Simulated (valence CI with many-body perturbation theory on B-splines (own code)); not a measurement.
Missing levels of Sb¹⁹⁺

Level of theory: valence CI with perturbative core correlation (CI+MBPT): four valence electrons over a frozen Dirac-Fock core [Ar] 3d10, radial functions for each j: 11 s, 11 p, 10 d, 8 f, 5 g, 2 h, with the one-electron correlation potential Σ1 (screened to all orders), the two-electron term Σ2, the three-electron term Σ3, Breit, model QED; selected single and double excitations, second order for the rest, scaled by the run's own slope (own B-spline code, finite nucleus).

No measured spectrum was set against this ion. As an estimate, levels hold to about 250 cm⁻¹ or 0.2 % of their energy and the worst to 1 %, as in measured heavy ions of charge 2 to 7; those with d or f electrons hold less well. Among the levels kept, up to 540 cm⁻¹ of a level comes from second order outside the variational space, and about a tenth of that is noise between levels of different J, which matters for small intervals.

| Level | E (cm⁻¹) |
| --- | --- |
| (4s^2 4p1/2^2) J=0 | 0 |
| (4s^2 4p1/2 4p3/2) J=1 | 77592 |
| (4s^2 4p1/2 4p3/2) J=2 | 95021 |
| (4s^2 4p3/2^2) J=2 | 186340 |
| (4s^2 4p3/2^2) J=0 | ? |
| (4s 4p1/2^2 4p3/2) J=2 | 414950 |
| (4s 4p1/2^2 4p3/2) J=1 | 482030 |
| (4s 4p1/2 4p3/2^2) J=2 [a] | 504160 |
| (4s 4p1/2 4p3/2^2) J=3 | 530680 |
| (4s 4p1/2 4p3/2^2) J=0 | ? |
| (4s 4p1/2 4p3/2^2) J=1 [a] | 579410 |
| (4s 4p1/2 4p3/2^2) J=2 [b] | 585840 |
| (4s 4p1/2 4p3/2^2) J=1 [b] | ? |
| (4s 4p3/2^3) J=2 | 655700 |
| (4s^2 4p1/2 4d3/2) J=2 | 698070 |
| (4s 4p3/2^3) J=1 | ? |
| (4s^2 4p1/2 4d5/2) J=3 | 733240 |
| (4s^2 4p1/2 4d5/2) J=2 | 756580 |
| (4s^2 4p1/2 4d3/2) J=1 | ? |
| (4s^2 4p3/2 4d5/2) J=4 | ? |

Levels are named by their leading jj configuration (3d3/2^4 stands for four electrons in 3d with j = 3/2), which in mixed levels can hold well under half, so a name can repeat and another be missing. Letters in brackets count levels of one name in rising energy.

(1) The levels stand in rising order. What does the calculation give for the missing energies?

Answers

(1) (4s^2 4p3/2^2) J=0 229540; (4s 4p1/2 4p3/2^2) J=0 568150; (4s 4p1/2 4p3/2^2) J=1 [b] 629250; (4s 4p3/2^3) J=1 730380; (4s^2 4p1/2 4d3/2) J=1 765340; (4s^2 4p3/2 4d5/2) J=4 801530.
